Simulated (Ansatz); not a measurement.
Job for Ansatz (an electronic-structure program): U-BHLYP/def2-TZVPP on AlW, 2S+1 = 6, a spin state set in the input, which need not be the lowest, a point of a bond scan (R = 2.642 Å). Elements past Kr take the def2 small-core potentials; no spin–orbit coupling.

Ansatz 0.2 input:
```yaml
crystal:
  periodic: [false, false, false]
  atoms:
    - {symbol: W, position_ang: [0.00000000, 0.00000000, 0.00000000]}
    - {symbol: Al, position_ang: [0.00000000, 0.00000000, 2.64195600]}
basis:
  gaussian:
    orbitals: def2-TZVPP
    pivot_positions_ang: [[0.00000000, 0.00000000, 0.00000000], [0.00000000, 0.00000000, 2.64195600]]
hamiltonian:
  xc: {name: BHLYP}
magnetization: {spin_polarized: true, initial_magnetization: 5}
output: {forces: true, orbitals: {seedname: ./end}}
```

The head of its log:

```
WARN ansatz: RAYON_NUM_THREADS=1 ignored (pool sized by the plan → 1); use --threads N
Functional definition: BHLYP
integrals: 0.03 GiB planned
779 factors; their error is unknown
mean field: 0.37 GiB planned
mean field evaluation 1: about -8412.9914 eV, gradient 1.5e1 eV
mean field evaluation 2: about -8408.6437 eV, gradient 2.9e1 eV
```

Give the final energy of this run.

-309.2466 hartree.
